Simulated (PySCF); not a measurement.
# Successive ionisation energies of promethium

Calculated with PySCF 2.14, two-component X2C-1e (Gaussian nucleus, no Breit or QED terms), each ion in its own even-tempered basis; GMP2 freezes the deep shells of the larger ions and drops the highest virtual spinors; eV.

| ion | configuration | GHF (screened spin-orbit) | GMP2 (screened spin-orbit) | NIST | kind |
| --- | --- | --- | --- | --- | --- |
| Pm²¹⁺ | [Kr] 4d4 | 650.07 | 650.84 | 651 ± 4 | theoretical |
| Pm²²⁺ | [Kr] 4d3 | 687.88 | 688.42 | 689 ± 4 | theoretical |
| Pm²³⁺ | [Kr] 4d2 | 728.62 | 728.90 | 730 ± 4 | theoretical |
| Pm²⁴⁺ | [Kr] 4d1 | 766.69 | 767.04 | 767 ± 4 | theoretical |
| Pm²⁵⁺ | [Kr] | 913.68 | 914.94 | 916 ± 4 | theoretical |
| Pm²⁶⁺ | [Ar] 3d10 4s2 4p5 | 952.41 | 953.75 | 956 ± 4 | theoretical |
| Pm²⁷⁺ | [Ar] 3d10 4s2 4p4 | 995.51 | 996.37 | 998 ± 4 | theoretical |
| Pm²⁸⁺ | [Ar] 3d10 4s2 4p3 | 1035.6 | 1036.4 | 1040 ± 4 | theoretical |
| Pm²⁹⁺ | [Ar] 3d10 4s2 4p2 | 1109.3 | 1111.0 | 1113 ± 4 | theoretical |
| Pm³⁰⁺ | [Ar] 3d10 4s2 4p1 | 1154.5 | 1155.3 | 1158 ± 4 | theoretical |
| Pm³¹⁺ | [Ar] 3d10 4s2 | 1252.3 | 1255.0 | 1261 ± 4 | theoretical |
| Pm³²⁺ | [Ar] 3d10 4s1 | 1297.5 | 1298.6 | 1308.7 ± 0.6 | semi-empirical |
